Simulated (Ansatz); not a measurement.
A nudged elastic band was laid between two geometries of ClH + H7NSi2 (12 atoms, charge 0, multiplicity 1).

Level of theory: Ansatz, RHF/def2-SVP.

```
movable images  : 5
climbing image  : yes
spring          : 5.0 eV/Å²
optimiser       : quadratic models (default)
start path      : through a guess of the saddle point
force threshold : 0.03 eV/Å
iteration limit : 60
end points      : relaxed
```

Initial state:

```xyz
12
Properties=species:S:1:pos:R:3
Si -0.835 -0.554 -1.023
Si 0.548 -1.510 0.645
H -0.761 -1.361 -2.266
H -2.248 -0.629 -0.552
N -0.254 1.035 -1.375
H 1.158 1.988 2.384
Cl 0.459 2.965 1.961
H 0.620 -0.605 1.825
H 0.014 -2.817 1.104
H 1.930 -1.710 0.143
H -0.546 1.508 -2.209
H -0.084 1.690 -0.636
```

Final state:

```xyz
12
Properties=species:S:1:pos:R:3
Si -1.670 0.838 -0.939
Si 1.610 -1.550 1.674
H -1.521 -0.583 -0.588
H -2.927 1.119 -1.648
N -0.357 1.311 -1.919
H 0.925 -0.270 1.962
Cl -1.796 1.866 0.877
H 2.839 -1.658 2.492
H 0.707 -2.684 1.980
H 1.979 -1.593 0.237
H 0.580 1.026 -1.709
H -0.370 2.179 -2.420
```

Q: What changes between the two ends?

A: Bonds broken: Si1–Si2, H6–Cl7. Bonds formed: Si1–Cl7, Si2–H6. ClH + H7NSi2 becomes ClH4NSi + H4Si.

Q: What energy profile does the band end with?

A: It converged. The highest image is number 3 of 0 to 6, 2.09 eV above the first end and 3.41 eV above the last; the last end lies 1.32 eV below the first. Neighbouring images differ by up to 2.3 eV, so the band resolves the path poorly. A vibrational analysis at the climbing image gives one clearly imaginary mode, 1309i cm⁻¹: a first-order saddle point. The orbitals stay closed-shell, which can raise the energy where a bond breaks towards radicals; this wasn't checked here.

| image | path coordinate (Å) | energy (eV) | Si1–Si2 (Å) | H6–Cl7 (Å) | Si1–Cl7 (Å) |
| --- | --- | --- | --- | --- | --- |
| 0 | 0.00 | 0.00 | 2.37 | 1.27 | 4.79 |
| 1 | 1.45 | 0.02 | 2.37 | 1.27 | 4.22 |
| 2 | 2.90 | 0.24 | 2.40 | 1.27 | 3.61 |
| 3 | 4.34 | 2.09 | 2.61 | 1.74 | 2.95 |
| 4 | 6.16 | -0.24 | 3.46 | 2.31 | 2.14 |
| 5 | 7.98 | -1.25 | 4.27 | 3.03 | 2.09 |
| 6 | 9.80 | -1.32 | 4.83 | 3.63 | 2.09 |

Q: What is the geometry of the highest image?

A: 
```xyz
12
Properties=species:S:1:pos:R:3
Si -0.834 0.073 -0.560
Si 0.797 -1.260 0.981
H -0.737 -1.164 -1.368
H -2.129 0.162 0.111
N -0.269 1.341 -1.515
H 0.089 0.333 0.943
Cl -0.100 1.924 1.611
H 1.383 -0.949 2.293
H -0.123 -2.415 1.056
H 1.833 -1.476 -0.050
H 0.208 1.181 -2.380
H -0.118 2.251 -1.123
```

The band took 22 iterations and of the order of 2.9 core-minutes.

Time of the run: 92 s on 2 threads of Intel(R) Xeon(R) 6975P-C (Granite Rapids) (shared host), peak memory 0.23 GiB.
